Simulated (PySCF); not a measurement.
PySCF input for dimethylsilyl(trimethyl)silane (C₅H₁₆Si₂), SMILES C[SiH](C)[Si](C)(C)C, B3LYP-D3(BJ)/def2-SVP. Geometry optimised at B3LYP-D3(BJ)/def2-SVP. The values are those of a single conformer.

```python
import numpy as np
from pyscf import gto, scf, dft, df
from pyscf.hessian import thermo

mol = gto.M(
    atom='''
    Si    1.21565108   -0.20603485   -0.64546178
    C     2.06501058    1.48931828   -0.68800910
    C     2.19347919   -1.38751048    0.47050530
    Si   -0.98866595    0.01262620    0.14068224
    C    -1.97203378    1.18009332   -0.98130205
    C    -1.83762655   -1.68016587    0.19159677
    C    -0.93643972    0.73396206    1.89386087
    H     1.20598066   -0.76713321   -2.03747272
    H     3.10403614    1.40848333   -1.04722965
    H     2.08847062    1.93628796    0.31944473
    H     1.52922276    2.18528544   -1.35335442
    H     1.73393962   -2.38882872    0.48774431
    H     3.23407437   -1.49756955    0.12380361
    H     2.21933602   -1.01022422    1.50601879
    H    -1.50676305    2.17849648   -1.02189660
    H    -3.00404884    1.30369748   -0.61158462
    H    -2.02551603    0.79111721   -2.01107132
    H    -2.86777254   -1.59162293    0.57628436
    H    -1.29222368   -2.37908868    0.84655714
    H    -1.88886341   -2.13017589   -0.81312208
    H    -1.95483156    0.85302448    2.30096491
    H    -0.37486727    0.07759585    2.57859470
    H    -0.45230381    1.72419212    1.90332143
    ''',
    basis='def2-SVP',
    charge=0,
    spin=0,
    max_memory=1600,
    verbose=3,
)
mf = dft.RKS(mol, xc='b3lyp').density_fit(auxbasis='def2-universal-jkfit')
mf.disp = 'd3bj'
mf.grids.level = 3
mf.conv_tol = 1e-11
mf.max_cycle = 100
mf.kernel()

# [left out here: the lines that compute and print the analytic Hessian (its translational invariance restored by hand, since the grid's response is missing), thermochemistry and intensities]
```

Program output:

```
converged SCF energy = -778.956687390081

WARN: DFTD3 does not support analytical Hessian, using finite difference


WARN: Mole.unit (angstrom) is changed to Bohr

Mode                                 0                   1                   2
Irrep
Freq [cm^-1]                       26.1533             78.3517             91.7393
Reduced mass [au]                   2.7373              2.7220              2.4741
Force const [Dyne/A]                0.0011              0.0098              0.0123
Char temp [K]                      37.6288            112.7306            131.9924
Normal mode                   x     y     z       x     y     z       x     y     z
       0  Si                -0.00  0.02 -0.01    0.00 -0.02  0.01    0.01 -0.01 -0.02
       1   C                 0.03  0.01  0.12   -0.11  0.03  0.04   -0.05  0.02  0.07
       2   C                -0.03 -0.08 -0.10    0.11  0.00 -0.06   -0.05  0.03  0.07
       3  Si                -0.00  0.01 -0.00    0.00 -0.03  0.01    0.00 -0.02 -0.05
       4   C                -0.04 -0.06 -0.04    0.10  0.00 -0.05   -0.04  0.00  0.02
       5   C                 0.04 -0.01  0.07   -0.10  0.03  0.03   -0.04  0.01  0.02
       6   C                -0.00  0.08 -0.03   -0.00  0.02 -0.01    0.15 -0.01 -0.05
       7   H                -0.01  0.13 -0.05   -0.00  0.02 -0.01    0.13 -0.00 -0.02
       8   H                 0.03  0.02  0.12   -0.11  0.12  0.01   -0.01  0.07  0.17
       9   H                 0.04 -0.07  0.16   -0.11 -0.00  0.06   -0.17  0.01  0.08
      10   H                 0.05  0.08  0.18   -0.18  0.02  0.08   -0.01  0.01  0.03
      11   H                -0.05 -0.07 -0.18    0.18 -0.03 -0.08   -0.01  0.01  0.02
      12   H                -0.03 -0.07 -0.09    0.10  0.08 -0.10   -0.01  0.07  0.18
      13   H                -0.03 -0.16 -0.06    0.12 -0.03 -0.05   -0.17  0.03  0.07
      14   H                -0.06 -0.05 -0.09    0.16 -0.02 -0.05   -0.01 -0.01 -0.03
      15   H                -0.04 -0.07 -0.04    0.09  0.08 -0.09   -0.01  0.04  0.10
      16   H                -0.04 -0.11 -0.03    0.11 -0.02 -0.04   -0.14 -0.00  0.02
      17   H                 0.04 -0.02  0.07   -0.10  0.11  0.01   -0.01  0.04  0.10
      18   H                 0.06  0.03  0.10   -0.16  0.01  0.06   -0.01 -0.01 -0.03
      19   H                 0.05 -0.06  0.09   -0.11  0.01  0.04   -0.14  0.01  0.02
      20   H                -0.00  0.07 -0.03   -0.01  0.09 -0.04    0.19  0.02  0.03
      21   H                 0.02  0.13 -0.01   -0.06  0.00  0.03    0.19 -0.03 -0.10
      22   H                -0.04  0.10 -0.08    0.06 -0.01 -0.02    0.19 -0.03 -0.10
Mode                                 3                   4                   5
Irrep
Freq [cm^-1]                      157.8445            162.2647            162.5348
Reduced mass [au]                   1.0151              1.7219              1.0574
Force const [Dyne/A]                0.0149              0.0267              0.0165
Char temp [K]                     227.1031            233.4628            233.8514
Normal mode                   x     y     z       x     y     z       x     y     z
       0  Si                 0.00  0.00 -0.00   -0.01 -0.00 -0.01   -0.00  0.00 -0.00
       1   C                 0.01 -0.00 -0.00   -0.08  0.03 -0.04   -0.03  0.02  0.01
       2   C                -0.01  0.00  0.00   -0.09 -0.05  0.01   -0.01 -0.02 -0.02
       3  Si                -0.00  0.00 -0.00    0.02  0.01  0.01    0.00  0.00  0.00
       4   C                -0.00 -0.01 -0.01    0.08  0.04 -0.01    0.02  0.01 -0.01
       5   C                 0.00 -0.00  0.01    0.09 -0.03  0.02    0.02 -0.01  0.01
       6   C                -0.00  0.01 -0.00    0.00  0.01  0.01    0.00 -0.00  0.00
       7   H                 0.00  0.00 -0.00   -0.01 -0.01 -0.01   -0.00  0.01 -0.01
       8   H                -0.02  0.00 -0.08   -0.07  0.09  0.01    0.10 -0.01  0.42
       9   H                 0.08 -0.03  0.01   -0.16  0.09 -0.06   -0.43  0.21 -0.06
      10   H                -0.03  0.02  0.06   -0.11 -0.05 -0.09    0.19 -0.13 -0.31
      11   H                 0.04 -0.02 -0.06   -0.00 -0.09 -0.25   -0.21  0.07  0.22
      12   H                 0.02  0.06  0.05   -0.00  0.10  0.21   -0.11 -0.28 -0.21
      13   H                -0.07 -0.04  0.02   -0.34 -0.21  0.08    0.27  0.13 -0.08
      14   H                -0.19  0.08  0.25    0.09  0.04  0.10   -0.01  0.03  0.07
      15   H                -0.10 -0.27 -0.19    0.05  0.02 -0.11   -0.01 -0.05 -0.08
      16   H                 0.28  0.15 -0.08    0.19  0.10 -0.04    0.12  0.05 -0.03
      17   H                 0.12 -0.05  0.33    0.04 -0.08 -0.09    0.03 -0.03  0.05
      18   H                 0.19 -0.10 -0.24    0.07  0.05  0.11    0.05 -0.00 -0.01
      19   H                -0.29  0.14 -0.03    0.22 -0.10  0.04   -0.01 -0.00  0.01
      20   H                -0.01  0.29 -0.12   -0.00 -0.01  0.01   -0.00  0.04 -0.02
[...]
Irrep
Freq [cm^-1]                     3112.6744           3113.5592           3115.1239
Reduced mass [au]                   1.1023              1.1022              1.1023
Force const [Dyne/A]                6.2926              6.2953              6.3022
Char temp [K]                    4478.4455           4479.7185           4481.9697
Normal mode                   x     y     z       x     y     z       x     y     z
       0  Si                -0.00  0.00  0.00    0.00 -0.00  0.00    0.00 -0.00  0.00
       1   C                -0.04  0.02  0.05    0.02 -0.01 -0.02    0.01 -0.00  0.01
       2   C                -0.03  0.02  0.05   -0.01  0.00  0.02   -0.01 -0.01 -0.00
       3  Si                 0.00 -0.00  0.00    0.00 -0.00  0.00   -0.00  0.00 -0.00
       4   C                -0.00 -0.00 -0.00   -0.00  0.00  0.01    0.01  0.05  0.04
       5   C                -0.00  0.00 -0.00    0.00 -0.00 -0.01   -0.02  0.01 -0.06
       6   C                 0.00 -0.00  0.00    0.00 -0.07  0.03   -0.00  0.01 -0.00
       7   H                 0.00 -0.00 -0.01   -0.00  0.00 -0.00    0.00 -0.00  0.00
       8   H                 0.45 -0.03 -0.15   -0.18  0.01  0.06   -0.04  0.00  0.02
       9   H                -0.02 -0.19 -0.44    0.01  0.07  0.16    0.00 -0.03 -0.06
      10   H                -0.01  0.01  0.00   -0.01  0.01 -0.02   -0.06  0.07 -0.07
      11   H                -0.01 -0.00  0.01    0.01  0.02  0.00    0.05  0.11 -0.00
      12   H                 0.44 -0.04 -0.14    0.17 -0.02 -0.06    0.04 -0.01 -0.01
      13   H                -0.02 -0.16 -0.44   -0.01 -0.06 -0.15    0.00  0.02  0.06
      14   H                 0.01  0.02 -0.00   -0.01 -0.02  0.00   -0.18 -0.39  0.02
      15   H                 0.01 -0.00 -0.00    0.04 -0.00 -0.01    0.04  0.00 -0.01
      16   H                 0.00  0.00  0.01   -0.00 -0.03 -0.07   -0.02 -0.17 -0.45
      17   H                 0.01 -0.00 -0.00   -0.04  0.00  0.01   -0.04  0.00  0.00
      18   H                 0.01 -0.01  0.01    0.01 -0.01  0.01    0.22 -0.28  0.26
      19   H                 0.00  0.01  0.01    0.00  0.03  0.07    0.02  0.20  0.45
      20   H                -0.04  0.00  0.01    0.00 -0.01  0.00   -0.00  0.00 -0.00
      21   H                -0.02  0.02 -0.02   -0.32  0.36 -0.38    0.04 -0.04  0.05
      22   H                -0.00 -0.01 -0.00    0.28  0.55  0.01   -0.03 -0.07 -0.00
Mode                                60                  61                  62
Irrep
Freq [cm^-1]                     3115.4838           3116.9313           3117.3152
Reduced mass [au]                   1.1021              1.1023              1.1023
Force const [Dyne/A]                6.3027              6.3098              6.3112
Char temp [K]                    4482.4876           4484.5702           4485.1225
Normal mode                   x     y     z       x     y     z       x     y     z
       0  Si                -0.00 -0.00 -0.00    0.00  0.00  0.00    0.00  0.00 -0.00
       1   C                -0.01  0.01 -0.01    0.04 -0.02  0.04   -0.04  0.02 -0.04
       2   C                -0.01 -0.01 -0.00    0.04  0.04  0.01    0.04  0.05  0.01
       3  Si                -0.00 -0.00 -0.00   -0.00 -0.00 -0.00   -0.00  0.00 -0.00
       4   C                -0.01 -0.04 -0.04   -0.00 -0.01 -0.01    0.00  0.01  0.01
       5   C                -0.01  0.00 -0.06   -0.00  0.00 -0.02   -0.01  0.00 -0.01
       6   C                -0.00 -0.00  0.00    0.00  0.00 -0.00    0.00 -0.00  0.00
       7   H                 0.00  0.00  0.00   -0.00 -0.00 -0.00   -0.00 -0.00 -0.00
       8   H                 0.05 -0.00 -0.02   -0.26  0.02  0.10    0.24 -0.02 -0.09
       9   H                -0.00  0.04  0.08    0.00 -0.11 -0.23   -0.00  0.10  0.20
      10   H                 0.07 -0.10  0.09   -0.27  0.36 -0.34    0.25 -0.33  0.32
      11   H                 0.06  0.13 -0.00   -0.21 -0.47  0.01   -0.24 -0.52  0.01
      12   H                 0.05 -0.01 -0.02   -0.24  0.03  0.08   -0.26  0.04  0.09
      13   H                 0.00  0.03  0.08    0.00 -0.07 -0.22    0.00 -0.08 -0.23
      14   H                 0.17  0.36 -0.02    0.06  0.12 -0.01   -0.04 -0.10  0.00
      15   H                -0.08  0.00  0.02   -0.00 -0.00 -0.00   -0.01  0.00  0.01
      16   H                 0.02  0.18  0.48    0.01  0.05  0.13   -0.00 -0.03 -0.08
      17   H                -0.07  0.01  0.02   -0.00  0.00 -0.00    0.01 -0.00 -0.01
      18   H                 0.20 -0.25  0.23    0.06 -0.08  0.07    0.06 -0.07  0.07
      19   H                 0.02  0.21  0.45    0.00  0.05  0.11    0.00  0.04  0.09
      20   H                 0.03 -0.00 -0.01   -0.01  0.00  0.00   -0.00 -0.00  0.00
      21   H                 0.01 -0.01  0.01   -0.00  0.00 -0.00   -0.01  0.02 -0.02
      22   H                 0.01  0.02  0.00   -0.00 -0.01  0.00    0.01  0.02  0.00
temperature 298.1500 [K]
pressure 101325.00 [Pa]
Rotational constants [GHz] 1.98105 1.13732 0.98651
Symmetry number 1
Zero-point energy (ZPE) 0.19251 [Eh]   505440.369 [J/mol]
                           tot       elec      trans        rot        vib
Entropy [J/mol/K]       478.695      0.000    169.676    122.842    186.177
Cv [J/mol/K]            201.843      0.000     12.472     12.472    176.899
Cp [J/mol/K]            210.157      0.000     20.786     12.472    176.899
Internal energy [J/mol]                      3718.434   3718.434 534149.613
Internal energy [Eh]   -778.75041  -778.95669
Enthalpy [J/mol]                             6197.391   3718.434 534149.613
Enthalpy [Eh]          -778.74946
Gibbs free energy [J/mol]                  -44391.485 -32906.815 478640.920
Gibbs free energy [Eh] -778.80382
mode   freq/cm-1   IR/(km/mol)
   1       26.15         0.066
   2       78.35         0.418
   3       91.74         0.456
   4      157.84         0.005
   5      162.26         0.004
   6      162.53         0.001
   7      168.98         0.004
   8      171.74         0.029
   9      172.92         0.021
  10      178.51         0.207
  11      198.97         1.146
  12      213.67         6.779
  13      229.67         0.744
  14      251.09         1.926
  15      403.44         1.095
  16      613.24        19.642
  17      613.54         7.469
  18      639.98         5.272
  19      657.88        28.865
  20      679.49         0.000
  21      688.29        11.808
  22      688.90         3.134
  23      696.71         6.759
  24      728.15        35.157
  25      756.71         4.657
  26      766.13         0.819
  27      840.78       292.122
  28      851.86        39.269
  29      852.85        45.602
  30      863.49        82.711
  31      898.11        85.756
  32      906.08        12.045
  33     1260.96         0.890
  34     1261.84        19.058
  35     1263.36        38.353
  36     1267.45        13.372
  37     1273.46         2.938
  38     1426.96         0.348
  39     1430.89         1.513
  40     1431.21         0.554
  41     1431.94         0.045
  42     1435.36         3.775
  43     1438.66        11.090
  44     1441.19         0.872
  45     1441.82         3.275
  46     1444.90         0.957
  47     1447.89         5.964
  48     2163.27       144.136
  49     3019.56         8.220
  50     3020.36         9.268
  51     3020.77         9.182
  52     3023.80         6.047
  53     3023.86         9.358
  54     3105.93         3.090
  55     3107.00         1.001
  56     3107.73        25.276
  57     3111.72         2.465
  58     3112.67        16.106
  59     3113.56         6.845
  60     3115.12         2.996
  61     3115.48        17.666
  62     3116.93         6.115
  63     3117.32         6.121
max |gradient| / (hartree/bohr): 3.0597412094548635e-05
APT charges: [ 0.9089 -0.3296 -0.3296  1.0622 -0.3519 -0.3519 -0.3529 -0.3068 -0.0102
  0.0103  0.0126  0.0126 -0.0102  0.0102  0.0107 -0.0141  0.0115 -0.0141
  0.0107  0.0115 -0.0088  0.0095  0.0096]
```

Self-consistency was reached.
